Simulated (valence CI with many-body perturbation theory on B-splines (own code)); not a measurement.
# Sensitivity of CI+MBPT for Ce⁴⁵⁺

Calculated by configuration interaction combined with many-body perturbation theory (CI+MBPT): three valence electrons over a frozen Dirac-Fock core [Ne], radial functions for each j: 6 s, 6 p, 5 d, 3 f, 1 g, with the one-electron correlation potential Σ1, the two-electron term Σ2, the three-electron term Σ3, Breit, model QED; selected CI, second order for the rest, scaled by the run's own slope (own B-spline code, finite nucleus).

The last digits are not significant, and no measured levels were compared; by estimate large intervals hold to a few tenths of a per cent, small ones and those within an open d or f shell to about a per cent.

The reference run has the lowest level (3s^2 3p1/2) J=1/2 and an ionisation energy of 3673.64 eV. Its largest variational space holds 2757 state functions.

Levels are named by their leading jj configuration (3d3/2^4 stands for four electrons in 3d with j = 3/2), which in mixed levels can hold well under half, so a name can repeat and another be missing. Letters in brackets count levels of one name in rising energy.

Changed runs:
A. selection threshold (hartree) 2e-08 → 2e-07
B. lowest core n in screening and Σ2 1 → 3
C. core polarisation of operators on → off
D. start configuration 3s2 3p1 → 3s3 (bad on purpose)

Excitation energies of the reference run in cm⁻¹, and shifts in cm⁻¹:

```tsv
Level	Reference	A	C
(3s 3p1/2^2) J=1/2	915957	+0.1	0
(3s^2 3p3/2) J=3/2	930246	0	0
(3s 3p1/2 3p3/2) J=3/2 [a]	1684270	+0.1	0
(3s 3p1/2 3p3/2) J=5/2	1785510	+0.1	0
(3s 3p1/2 3p3/2) J=3/2 [b]	1920490	+0.1	0
(3s 3p1/2 3p3/2) J=1/2	1985990	+0.3	0
(3s^2 3d3/2) J=3/2	2304050	+0.1	0
(3s^2 3d5/2) J=5/2	2442580	0	0
(3s 3p3/2^2) J=5/2	2732340	+0.2	0
(3p1/2^2 3p3/2) J=3/2	2843990	0	0
(3s 3p3/2^2) J=1/2	2920400	+0.3	0
(3s 3p1/2 3d3/2) J=3/2 [a]	2957020	0	0
Ionisation energy (eV)	3673.64	0	0
```

No effect on these energies: C.

Run B: It gave no result: the setting left no core shell for the response of the core. The program said: "need at least one array to concatenate".

Run D: It gave no result: a shell was given more electrons than it holds. The program said: "a valence shell holds more than 4l+2 electrons".
